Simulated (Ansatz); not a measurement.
Two isomers of C2H7GeN: A = `C/C=[N]\[GeH3]`, B = `C=N[CH2][GeH3]`.

Calculated with Ansatz (gas phase, PBE0-D4/def2-TZVP geometries, no zero-point term in ΔE). CCSD(T)/CBS is the MP2 limit (def2-TZVPP, def2-QZVPP) plus CCSD(T) − MP2 in def2-TZVPP, frozen cores. DFT in def2-TZVPP. B3LYP here is the variant with VWN-RPA as its local correlation; programs differ in this. For Ge outer-core shells are correlated without core-valence functions, which leaves a few kJ/mol of doubt a bond. Scalar relativity is left out up to krypton. One conformer a species, not always the lowest.

(1) Which is lower in electronic energy at CCSD(T)/CBS, and by how much? (Best estimate.)

(2) Give E(B) − E(A) in kcal/mol with HF/def2-TZVPP, ωB97M-V, PBE-D4, B2PLYP, B3LYP, B3LYP-D4, MP2/def2-TZVPP. (An estimate is asked.)

Largest T1 diagnostic: 0.013.

Results:

(1) The calculation gave: A, by 10.9 kcal/mol.

(2) Ansatz gave: HF/def2-TZVPP 12.7, ωB97M-V 11.1, PBE-D4 10.3, B2PLYP 11.2, B3LYP 10.8, B3LYP-D4 11.0, MP2/def2-TZVPP 11.2. None reverses the order clearly.

In def2-TZVPP, CCSD(T) changes the Hartree–Fock value by −2.0 kcal/mol (the triples alone add −0.0 kcal/mol) and MP2 by −1.5 kcal/mol.
